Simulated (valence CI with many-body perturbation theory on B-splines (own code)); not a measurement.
## Energy levels of Ho62+

Level of theory: relativistic CI+MBPT: three valence electrons over a frozen Dirac-Fock core [He], radial functions for each j: 11 s, 11 p, 9 d, 7 f, 5 g, 2 h, 1 i, with the one-electron correlation potential Σ1, the two-electron term Σ2, the three-electron term Σ3, Breit, model QED; selected CI, second order for the rest (own B-spline code, finite nucleus).

The last digits are not significant, and no measured levels were compared; by estimate large intervals hold to a few tenths of a per cent, small ones and those within an open d or f shell to about a per cent.

Levels 91 to 102 of 102, with energies above the lowest level, (2s^2 2p1/2) J=1/2. "Leading %" is the weight of the configuration and term that name the level; weights of strongly mixed levels are sums over their largest components and can fall short. In the jj column 3d3/2^4 stands for four electrons in 3d with j = 3/2. Lifetimes count E1, E2, E3, M1 and M2 decay at the calculated energies, and are blank where another channel may lead or the interval is too uncertain; long ones can be off by a factor of two.

| No. | Configuration | Term | J | E (eV) | Leading % | Second component | Lifetime | Leading jj |
| --- | --- | --- | --- | --- | --- | --- | --- | --- |
| 91 | 2p²3p | ²P° | 1/2 | 10177 | 86 | 8 % 2p²3p ⁴D° | 3.30 fs | 2p1/2 2p3/2 3p3/2 (99 %) |
| 92 | 2p²3d | ²G | 7/2 | 10183 | 53 | 25 % 2p²3d ²F | 45.1 fs | 2p1/2 2p3/2 3d3/2 (98 %) |
| 93 | 2p²3d | ²D | 5/2 | 10199 | 36 | 32 % 2p²3d ²F | 794 as | 2p1/2 2p3/2 3d3/2 (97 %) |
| 94 | 2p²3d | ²D | 3/2 | 10204 | 47 | 16 % 2p²3d ²P | 767 as | 2p1/2 2p3/2 3d3/2 (99 %) |
| 95 | 2p²3d | ²P | 1/2 | 10213 | 37 | 34 % 2p²3d ⁴P | 701 as | 2p1/2 2p3/2 3d3/2 (100 %) |
| 96 | 2p²3d | ⁴D | 7/2 | 10239 | 46 | 39 % 2p²3d ⁴F | 25.5 fs | 2p1/2 2p3/2 3d5/2 (100 %) |
| 97 | 2p²3d | ²G | 9/2 | 10257 | 64 | 36 % 2p²3d ⁴F | 125 fs | 2p1/2 2p3/2 3d5/2 (100 %) |
| 98 | 2p²3d | ²P | 3/2 | 10257 | 39 | 27 % 2p²3d ⁴P | 1.19 fs | 2p1/2 2p3/2 3d5/2 (98 %) |
| 99 | 2p²3d | ²F | 5/2 | 10258 | 43 | 21 % 2p²3d ⁴D | 971 as | 2p1/2 2p3/2 3d5/2 (98 %) |
| 100 | 2p²3d | ²D | 5/2 | 10275 | 59 | 26 % 2p²3d ⁴P | 655 as | 2p1/2 2p3/2 3d5/2 (98 %) |
| 101 | 2p²3d | ²F | 7/2 | 10282 | 69 | 12 % 2p²3d ²G | 608 as | 2p1/2 2p3/2 3d5/2 (98 %) |
| 102 | 2p²3d | ²D | 3/2 | 10288 | 58 | 30 % 2p²3d ²P | 906 as | 2p1/2 2p3/2 3d5/2 (100 %) |
